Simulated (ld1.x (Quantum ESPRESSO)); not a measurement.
# Logarithmic derivatives: S (Z = 16), ultrasoft

S, ultrasoft, made with ld1.x (Quantum ESPRESSO) 7.5 (LDA (PZ), scalar-relativistic). Core [Ne], reference 3s2 3p4. Waves: 3s (bound): rcut 1.15, rcutus 1.25 bohr; 3s channel at 2.25 Ry: rcut 1.15, rcutus 1.25 bohr; 3p (bound): rcut 1.45, rcutus 1.60 bohr; 3p channel at 1.4 Ry: rcut 1.45, rcutus 1.60 bohr. Local part: all-electron potential smoothed inside 1.50 bohr (lloc = -2). Core correction: none. Augmentation charge: PSQ, inside the norm-conserving radii.

The phase is arctan(r·u′/u) with u = r·R(r), unwrapped; energies in Ry, scanned from -3 to 5 Ry. A pole is an energy at which the radial function vanishes at the test radius. The pseudo phase is shifted by a multiple of π to meet the all-electron one at the reference energy, and phase errors are pseudo minus all-electron; the curves can meet again beyond the range given. Levels narrower than the energy grid can be missing from the lists of poles.

For each channel, where are the poles, and over which energies does the pseudopotential scatter like the atom?

```tsv
channel	radius (bohr)	reference energy (Ry)	poles, all-electron	poles, pseudo	unbroken range about the reference energy with phases within 0.05 rad	phase error 1 Ry above the reference energy (rad)
s	1.75	-1.27	1.85	1.85	the whole range	-0.000
p	1.75	-0.52	3.01	3.01	the whole range	+0.000
```

Phases in the p channel:

```tsv
E (Ry)	all-electron	pseudo
-3.00	1.122	1.122
-2.76	1.090	1.089
-2.52	1.050	1.050
-2.28	1.002	1.002
-2.04	0.941	0.941
-1.80	0.863	0.862
-1.56	0.759	0.759
-1.32	0.619	0.619
-1.08	0.429	0.429
-0.84	0.177	0.177
-0.60	-0.126	-0.126
-0.36	-0.436	-0.436
-0.12	-0.702	-0.702
0.12	-0.906	-0.906
0.36	-1.057	-1.057
0.60	-1.168	-1.168
0.84	-1.253	-1.252
1.08	-1.318	-1.318
1.32	-1.371	-1.371
1.56	-1.413	-1.413
1.80	-1.449	-1.449
2.04	-1.480	-1.480
2.28	-1.506	-1.506
2.52	-1.530	-1.530
2.76	-1.551	-1.551
3.00	-1.570	-1.570
3.24	-1.588	-1.588
3.48	-1.605	-1.605
3.72	-1.620	-1.621
3.96	-1.635	-1.636
4.20	-1.650	-1.651
4.44	-1.664	-1.665
4.68	-1.679	-1.680
4.92	-1.693	-1.695
```
